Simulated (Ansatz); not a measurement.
Gas-phase electronic energies from Ansatz, PBE0-D4/def2-TZVP geometries. CCSD(T)/CBS is the MP2 limit (def2-TZVPP, def2-QZVPP) plus CCSD(T) − MP2 in def2-TZVPP, frozen cores. Functionals use def2-TZVPP. B3LYP here is the variant with VWN-RPA as its local correlation; programs differ in this. HSE06 is defined as in plane-wave codes. def2 core potentials past Kr. For Sn, Te outer-core shells are correlated without core-valence functions, which leaves a few kJ/mol of doubt a bond. One conformer a species, not always the lowest.

Reaction (substitution at a C–O bond): `FC[O][SnH3]` + H₂Te → `FC[TeH]` + `[OH][SnH3]`

| level | ΔE (eV) |
| --- | --- |
| B3LYP-D4 | 0.09 |
| BHLYP-D4 | 0.16 |
| HSE06 | 0.07 |
| CCSD/def2-SVP | 0.49 |

(1) What does CCSD(T)/CBS give? (An estimate is asked.)

(2) What do rigid-rotor, harmonic-oscillator terms from PBE0-D4/def2-TZVP frequencies (298.15 K, 1 bar) make of the CCSD(T)/CBS value? (Best estimate.)

Largest T1 diagnostic among the species: 0.014.

Results:

(1) Computed: +0.02 eV. The listed levels differ from it by 0.07, 0.14, 0.05, 0.47 eV.

(2) Ansatz gave: ΔZPE = +0.07 eV, ΔH = +0.08 eV, ΔS = 15 J/(mol·K), ΔG = +0.03 eV.

Leaving LDA and LC-ωPBE aside and taking each functional with its dispersion term where it has one, the values, not all of them listed here, spread over 0.14 eV, from revPBE-D4 to CAM-B3LYP-D4. LDA lies +0.12 eV from PBE without D4. In def2-TZVPP, CCSD(T) changes the Hartree–Fock value by −0.15 eV (the triples alone add −0.02 eV) and MP2 by −0.23 eV.
